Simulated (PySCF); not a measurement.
**Fe (iron, neutral): UHF calculation**

Configuration: [Ar] 3d6 4s2, high-spin 5D determinant. All numbers are calculated (PySCF 2.14, the spin-free X2C one-electron Hamiltonian (Gaussian nucleus), in aug-cc-pVTZ-DK (8s7p5d3f2g, 93 functions)).

* Total energy: -1271.347377 hartree
* One-electron energy: -1756.0455 hartree
* Hartree (Coulomb) energy: 539.6807 hartree
* Exchange energy: -54.9825 hartree
* ⟨S²⟩: 6.0168
* ⟨L²⟩: 6.019
* Sum of ⟨r⟩: 21.79 bohr
* Sum of ⟨r²⟩: 40.77 bohr²
* Traceless quadrupole moment −½Σ⟨3z² − r²⟩ along its main axis: 0.246 e·bohr²
* Langevin diamagnetic susceptibility: -32.3 ×10⁻⁶ cm³/mol

```csv
shell,electrons,mean orbital energy (eV),spread (eV),"rms radius, mean of both spins (bohr)"
1s α,1,-7174.9,0,0.0675
1s β,1,-7174.9,0,0.0675
2s α,1,-884.27,0,0.288
2s β,1,-881.01,0,0.288
2p α,3,-750.04,0.894,0.260
2p β,3,-746.81,0.003,0.260
3s α,1,-120.47,0,0.871
3s β,1,-110.83,0,0.871
3p α,3,-80.852,2.004,0.936
3p β,3,-69.249,1.486,0.936
3d α,5,-18.308,2.355,1.23
3d β,1,-12.701,0,1.23
4s α,1,-7.671,0,3.49
4s β,1,-6.655,0,3.49
```

Densities and radii are taken from the X2C orbitals without a picture-change correction, which distorts them close to the nucleus.

Spin-orbit constants ζ (cm⁻¹) from the X2C one-electron operator on these orbitals: bare nucleus, nucleus screened by l(l+1)(2l+1)/3 electrons, and screened by the Breit-Pauli mean field of the electrons.

| shell | bare | screened nucleus | mean field |
| --- | --- | --- | --- |
| 2p | 70750 | 65310 | 62850 |
| 3p | 8618 | 7955 | 7605 |
| 3d | 766.8 | 471.9 | 423.3 |

To first order the Landé constant is A = -105.8 cm⁻¹, so the lowest level has J = 4 and lies 0.0525 eV below the centre of the term. This holds in LS coupling only.
